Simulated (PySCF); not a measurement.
## A small calculation by hand: dipole moment from atomic charges

ClH3SSi, SMILES Cl[SiH2]S. Atoms are numbered in the order given.

```xyz
6

Si    -0.4824    -0.5510     0.2238
S      1.5160    -0.8851    -0.4384
Cl    -1.0350     1.4380     0.1377
H     -1.3350    -1.3141    -0.7030
H     -0.6597    -0.9736     1.6239
H      2.0870    -0.2825     0.6196
```

The structure is a stationary point at B3LYP-D3(BJ)/def2-TZVP. One conformer was computed; it need not be the lowest.

Charges (e) from CAM-B3LYP/def2-TZVPD (PySCF):

```csv
atom,IAO,ESP fit
Si1,0.784,0.111
S2,-0.296,-0.227
Cl3,-0.335,-0.131
H4,-0.124,0.057
H5,-0.132,0.000
H6,0.102,0.189
```

The dipole moment of the full density is 1.16 D.

### Question
What dipole moment does each set of point charges give, and which comes closer to that of the density?

### Answer

μ = Σ q r, and 1 e Å = 4.8032 D.
IAO: Σ q r = (-0.015, -0.389, 0.195) e Å, |μ| = 2.09 D.
ESP fit: Σ q r = (0.056, -0.177, 0.183) e Å, |μ| = 1.25 D.
ESP fit comes closer in size. Point charges leave out the atoms' own dipoles (lone pairs, polarised bonds); fits to the potential absorb them, partitions of the density don't.
